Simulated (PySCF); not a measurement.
Compound: C5H8FNPSi (charge +1).
Numbering: `[N:1]#[C:2][CH2:3][CH2:4][P@H+:5]1[C:6]([F:7])=[C:8]1[SiH3:9]`

NICS is the negative of the GIAO shielding at a point without a nucleus: at the ring centre (0) and 1 Å above and below it (1); zz is the component along the ring normal. Level: GIAO PBE0/pcSseg-1 (PySCF, non-relativistic, gas phase) on the GFN2-xTB geometry, one conformer.

Ring bond lengths (Å), with Mayer bond orders in brackets: P5–C6 1.849 (0.94), C6–C8 1.298 (1.70), C8–P5 1.874 (0.87).

Q: What do the NICS probes read (ppm)?

A: 
```tsv
ring	type	NICS(0)	NICS(1), two faces	NICS(1)zz, two faces	rms pucker (Å)	centre to ring atoms, mean (Å)
P5–C6–C8	3-membered ring with P; formal bonds 1 double, 2 single	-32.4	-10.0 / -9.0	-16.7 / -14.1	0.00	0.97
```

Q: What do they say, and how far can they be read as aromaticity?

A: 
- P5–C6–C8: mean NICS(1)zz -15.4 ppm, shielded. P5 has four or more neighbours; no verdict on aromaticity is drawn. NICS(0) lies 23 ppm below the mean NICS(1).

Q: At the second NICS(1) probe listed for ring P5–C6–C8, 1 Å off the ring, how large is the induced field along the normal in 9.4 T applied along it?

A: NICSzz × B0 = -14.1 ppm × 9.4 T = -133 μT, against the applied field.

Q: Give the inner angles of the rings and the Hirshfeld charges of the ring atoms.

A: 
- P5–C6–C8: P5 40.8° (+0.372 e), C6 70.6° (+0.131 e), C8 68.6° (-0.086 e); sum 180.0° against 180° for a flat convex ring.

Shape of the structure used: `[N:1]#[C:2][CH2:3][CH2:4][P@H+:5]1[C:6]([F:7])=[C:8]1[SiH3:9]`: C2–C3–C4–P5 56°, C3–C4–P5–C6 -122°.
